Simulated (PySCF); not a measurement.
UHF on Rh (rhodium, neutral)

Configuration: [Kr] 4d7 5s2, high-spin 4F determinant (an excited configuration). Calculation: PySCF 2.14, in def2-QZVPPD with the def2 core potential (28 electrons) (7s5p4d4f2g, 88 functions); scalar relativity through the core potential.

```
Total energy             : -109.698628 hartree
One-electron energy      : -191.8738 hartree
Hartree (Coulomb) energy : 92.7062 hartree
Exchange energy          : -10.5310 hartree
⟨S²⟩                     : 3.7662
⟨L²⟩                     : 12.061
Sum of ⟨r⟩               : 25.65 bohr
Sum of ⟨r²⟩              : 54.45 bohr²
```

```
shell  electrons  mean orbital energy (hartree)  spread (hartree)  rms radius, mean of both spins (bohr)
 4s α          1                       -4.02098                 0                                   1.05
 4s β          1                       -3.81187                 0                                   1.05
 4p α          3                       -2.64217                 0                                   1.16
 4p β          3                       -2.38181                 0                                   1.16
 4d α          5                       -0.61261           0.04493                                   1.61
 4d β          2                       -0.51724                 0                                   1.61
 5s α          1                       -0.28008                 0                                   3.60
 5s β          1                       -0.24104                 0                                   3.60
```

Energies and moments cover only the electrons outside the core potential.
